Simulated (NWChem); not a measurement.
System: BCl cation, doublet

Here is an NWChem input.

```
start job
memory heap 200 mb stack 900 mb global 1100 mb
charge 1
geometry units angstroms noautoz
  B      0.000000     0.000000    -1.213359
  Cl     0.000000     0.000000     0.390309
end
basis spherical
  * library def2-tzvpp
end
dft
  odft
  mult 2
  xc xpbe96 cpbe96
  iterations 150
  mulliken
end
task dft gradient
```

Excerpt of the output:

```
             Northwest Computational Chemistry Package (NWChem) 7.3.0
             --------------------------------------------------------

 ORDER OF PRIMARY AXIS IS BEING SET TO 4
 C4V symmetry detected

                             Geometry "geometry" -> ""
                             -------------------------

 Output coordinates in angstroms (scale by  1.889725989 to convert to a.u.)

  No.       Tag          Charge          X              Y              Z
 ---- ---------------- ---------- -------------- -------------- --------------
    1 B                    5.0000     0.00000000     0.00000000    -1.23919800
    2 Cl                  17.0000     0.00000000     0.00000000     0.36447000

 Effective nuclear repulsion energy (a.u.)      28.0482407612

      Symmetry information
      --------------------

 Group name             C4v
 Group number             18
 Group order               8
 No. of unique centers     2

  pbe96 is a nonlocal functional; adding pw91lda local functional.

                                 NWChem DFT Module
                                 -----------------

 Summary of "ao basis" -> "ao basis" (spherical)
 ------------------------------------------------------------------------------
       Tag                 Description            Shells   Functions and Types
 ---------------- ------------------------------  ------  ---------------------
 B                         def2-tzvpp               11       31   5s3p2d1f
 Cl                        def2-tzvpp               14       42   5s5p3d1f

      Symmetry analysis of basis
      --------------------------

        a1         25
        a2          0
        b1          7
        b2          7
        e          34

            General Information
            -------------------
          SCF calculation type: DFT
          Wavefunction type:  spin polarized.
          No. of atoms     :     2
          No. of electrons :    21
           Alpha electrons :    11
            Beta electrons :    10
          Charge           :     1
          Spin multiplicity:     2
          Use of symmetry is: on ; symmetry adaption is: on
          Maximum number of iterations: 150
          AO basis - number of functions:    73
                     number of shells:    25
          Convergence on energy requested:  1.00D-06
          Convergence on density requested:  1.00D-05
          Convergence on gradient requested:  5.00D-04

              XC Information
              --------------
          PerdewBurkeErnzerhof Exchange Functional  1.000
            Perdew 1991 LDA Correlation Functional  1.000 local
           PerdewBurkeErnz. Correlation Functional  1.000 non-local

             Grid Information
             ----------------
          Grid used for XC integration:  medium
          Radial quadrature: Mura-Knowles
          Angular quadrature: Lebedev.
          Tag              B.-S. Rad. Rad. Pts. Rad. Cut. Ang. Pts.
          ---              ---------- --------- --------- ---------
          B                   0.85       49           7.0       434
          Cl                  1.00       88           8.0       590
          Grid pruning is: on
          Number of quadrature shells:   137
          Spatial weights used:  Erf1

      Superposition of Atomic Density Guess
      -------------------------------------

 Sum of atomic energies:        -484.01240145

 Renormalizing density from      22.00 to     21

      Non-variational initial energy
      ------------------------------

 Total energy =    -470.273378
 1-e energy   =    -689.944400
 2-e energy   =     191.622782
 HOMO         =      -0.599478
 LUMO         =      -0.318569

   Symmetry analysis of molecular orbitals - initial alpha
   -------------------------------------------------------

 !! scf_movecs_sym_adapt:   14 vectors were symmetry contaminated

  Symmetry fudging

 !! scf_movecs_sym_adapt:   10 vectors were symmetry contaminated

  Numbering of irreducible representations:

     1 a1          2 a2          3 b1          4 b2          5 e

  Orbital symmetries:

     1 a1          2 a1          3 a1          4 e           5 e
     6 a1          7 a1          8 a1          9 e          10 e
    11 a1         12 e          13 e          14 a1         15 a1
    16 e          17 e          18 a1         19 b1         20 b2
    21 a1

   Symmetry analysis of molecular orbitals - initial beta
   ------------------------------------------------------

 !! scf_movecs_sym_adapt:   14 vectors were symmetry contaminated

  Symmetry fudging

 !! scf_movecs_sym_adapt:   10 vectors were symmetry contaminated

  Numbering of irreducible representations:

     1 a1          2 a2          3 b1          4 b2          5 e

  Orbital symmetries:

     1 a1          2 a1          3 a1          4 e           5 e
     6 a1          7 a1          8 a1          9 e          10 e
    11 a1         12 e          13 e          14 a1         15 a1
    16 e          17 e          18 a1         19 b1         20 b2
    21 a1

     ---------------------------------------------
      Total Density - Mulliken Population Analysis
     ---------------------------------------------

    Atom       Charge   Shell Charges
 -----------   ------   -------------------------------------------------------
    1 B    5     3.77   0.92  1.06  0.58  0.58  0.11  0.26  0.17  0.01  0.03  0.03  0.01
    2 Cl  17    17.23   2.01  0.48  1.49  1.37  0.58  4.37  1.55  1.50  3.08  0.76  0.00  0.01  0.03  0.00

     --------------------------------------------
      Spin Density - Mulliken Population Analysis
     --------------------------------------------

    Atom       Charge   Shell Charges
 -----------   ------   -------------------------------------------------------
    1 B    5     0.87   0.01 -0.02  0.24  0.39  0.09  0.09  0.05  0.01  0.00  0.00  0.00
    2 Cl  17     0.13   0.00  0.00 -0.00  0.02 -0.01  0.01 -0.00  0.05  0.08 -0.02  0.00  0.00  0.00 -0.00

   convergence    iter        energy       DeltaE   RMS-Dens  Diis-err
 ---------------- ----- ----------------- --------- --------- ---------
 d= 0,ls=0.0,diis     1   -484.0749525464 -5.12D+02  1.85D-02  1.82D+00
                                                     1.86D-02  1.76D+00
 d= 0,ls=0.0,diis     2   -480.8364609830  3.24D+00  1.84D-02  5.43D+00
                                                     1.83D-02  6.32D+00
 d= 0,ls=0.0,diis     3   -484.1325107821 -3.30D+00  9.21D-03  4.12D-01
                                                     6.11D-03  3.40D-01
 d= 0,ls=0.0,diis     4   -484.3607591779 -2.28D-01  1.60D-03  1.08D-01
                                                     1.87D-03  1.11D-01
 d= 0,ls=0.0,diis     5   -484.4107051313 -4.99D-02  6.54D-04  1.08D-02
                                                     5.60D-04  9.52D-03
  Resetting Diis
 d= 0,ls=0.0,diis     6   -484.4159065240 -5.20D-03  2.27D-04  7.97D-04
                                                     1.79D-04  7.10D-04
 d= 0,ls=0.0,diis     7   -484.4163947637 -4.88D-04  7.35D-05  1.27D-05
                                                     6.00D-05  1.13D-05
 d= 0,ls=0.0,diis     8   -484.4163748364  1.99D-05  5.58D-05  4.76D-05
                                                     4.92D-05  4.60D-05
 d= 0,ls=0.0,diis     9   -484.4163986749 -2.38D-05  1.09D-05  1.65D-06
                                                     7.79D-06  1.29D-06
 d= 0,ls=0.0,diis    10   -484.4163996654 -9.90D-07  1.40D-06  1.68D-08
                                                     7.78D-07  1.59D-08

         Total DFT energy =     -484.416399665353
      One electron energy =     -716.371106467979
           Coulomb energy =      235.637244657533
    Exchange-Corr. energy =      -31.730778616071
 Nuclear repulsion energy =       28.048240761164

 Numeric. integr. density =       20.999999954142

                  Occupations of the irreducible representations
                  ----------------------------------------------

                     irrep           alpha         beta
                     --------     --------     --------
                     a1                7.0          6.0
                     a2                0.0          0.0
                     b1                0.0          0.0
                     b2                0.0          0.0
                     e                 4.0          4.0

                    DFT Final Alpha Molecular Orbital Analysis
                    ------------------------------------------

 Vector    9  Occ=1.000000D+00  E=-6.454579D-01  Symmetry=e
              MO Center= -4.0D-14,  2.3D-14,  5.4D-02, r^2= 1.3D+00
   Bfn.  Coefficient  Atom+Function         Bfn.  Coefficient  Atom+Function
  ----- ------------  ---------------      ----- ------------  ---------------
    46      0.453222  2 Cl px                47     -0.267127  2 Cl py
    43      0.208754  2 Cl px                49      0.188239  2 Cl px
    37     -0.172341  2 Cl px                 6      0.171295  1 B  px
     9      0.126167  1 B  px                44     -0.123038  2 Cl py
    50     -0.110947  2 Cl py                38      0.101577  2 Cl py

[...]

                         DFT ENERGY GRADIENTS

    atom               coordinates                        gradient
                 x          y          z           x          y          z
   1 B       0.000000   0.000000  -2.341745    0.000000   0.000000   0.003036
   2 Cl      0.000000   0.000000   0.688748    0.000000   0.000000  -0.003036
```

Level: PBE/def2-TZVPP, spin-unrestricted. Structure relaxed at the PBE0/def2-SVP, spin-unrestricted level. No stability test was run on the SCF state.
